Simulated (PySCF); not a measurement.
Theory: σ from GIAO-PBE0/pcSseg-1, structure optimised with GFN2-xTB, in PySCF 2.14.0 with density-fitted response routines (no relativistic terms, averaged over atoms made equivalent by symmetry, fast rotation or ring inversion, no solvent, one conformer).

Scale: TMS for $^{1}$H (31.72 ppm) and $^{13}$C (186.93 ppm) (reference shieldings calculated alike). Shifts are as computed. Against solution values, carbons near 30 ppm lie about +3 ppm off and those near 130 ppm about +5 ppm. Of 1211 compounds with measured shifts, 218 miss one by over three times the rms of a fit or turn the order of signals round; such compounds aren't used in these exercises. OH and NH positions are gas-phase values without hydrogen bonding to other molecules.

Question: Order these molecules by the shift of their most deshielded carbon-bound hydrogen, lowest δ first.
A. C=Nc1ccn([SiH2]Cl)c1
B. C=CN(C)C[SiH3]
C. CN[C@@H]1CC[SiH2]1

Answer: C (2.88 ppm, hydrogen on an sp3 CH bonded to N and Si), B (6.12 ppm, hydrogen on an alkene carbon bearing nitrogen), A (7.96 ppm, hydrogen on a C=N carbon).

Question: Order these molecules by the shift of their most shielded carbon-bound hydrogen, lowest δ first.
A. CN[C@@H]1CC[SiH2]1
B. C=CC[Si]1(C(=C)F)[SiH2]O[SiH2]1
C. C=Nc1ccn([SiH2]Cl)c1
D. C=CN(C)C[SiH3]

Answer: A (1.43 ppm, hydrogen on an sp3 CH2 bonded to Si), B (2.24 ppm, hydrogen on an allylic sp3 CH2 bonded to Si), D (2.60 ppm, hydrogen on a methyl carbon bonded to N), C (6.57 ppm, hydrogen on an aromatic CH next to a ring nitrogen).

Question: How many $^{13}$C and $^{1}$H signals does each give (equivalence by symmetry and fast rotation, but not about amide C–N or C=N bonds)? `C=CC[Si]1(C(=C)F)[SiH2]O[SiH2]1`, `CN[C@@H]1CC[SiH2]1`, `C=CN(C)C[SiH3]`, `C=Nc1ccn([SiH2]Cl)c1`

Answer: C=CC[Si]1(C(=C)F)[SiH2]O[SiH2]1: 5 C, 8 H; CN[C@@H]1CC[SiH2]1: 4 C, 9 H; C=CN(C)C[SiH3]: 4 C, 6 H; C=Nc1ccn([SiH2]Cl)c1: 5 C, 6 H.
